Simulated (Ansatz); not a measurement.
The cluster Cs3F3⁺, relaxed as a doublet with UKS PBE0-D4/def2-SVP in Ansatz, starting from the GFN1-xTB geometry. Force threshold 0.02 eV/Å.

In the def2 sets Cs takes a core potential; there is no spin–orbit coupling. The relaxation made no stability test and no search for a lower SCF solution. The structure comes from a short search, and lower isomers may exist.

Start:

| atom | x (Å) | y (Å) | z (Å) |
| --- | --- | --- | --- |
| Cs1 | -0.6440 | -1.2133 | 1.9924 |
| Cs2 | 2.2077 | -0.5229 | -1.1203 |
| Cs3 | -1.5729 | 1.7612 | -0.9834 |
| F4 | -2.1105 | 0.5138 | 1.0506 |
| F5 | 1.5017 | -1.7060 | 0.9000 |
| F6 | 0.6181 | 1.1671 | -1.8393 |

| step | energy (eV) | largest force component (eV/Å) | SCF passes |
| --- | --- | --- | --- |
| 1 | -9779.7287 | 1.429 | 24 |
| 2 | -9780.3029 | 0.372 | 36 |
| 3 | -9780.3840 | 0.036 | 41 |
| 4 | -9780.3853 | 0.012 | 42 |
| 5 | -9780.3856 | 0.009 | 32 |
| 6 | -9780.3861 | 0.009 | 41 |
| 7 | -9780.3863 | 0.006 | 33 |

Force components are those of the run's own axes.

End:

```xyz
6

Cs   -0.766   -1.430    2.337
Cs    2.502   -0.565   -1.267
Cs   -1.726    1.997   -1.078
F    -2.107    0.477    1.066
F     1.461   -1.668    0.913
F     0.636    1.188   -1.971
```

By distances, no bond broke or formed. The bond that changes most is Cs3–F6, from 2.43 to 2.65 Å (atoms count from 1). The end is the same structure that another start reached.

The force fell under the threshold at step 4, but the optimiser went on. No frequencies were taken in this run, so the end may be a saddle point.

Run time 26 s (4 threads of Arm Neoverse V1 on a shared host).
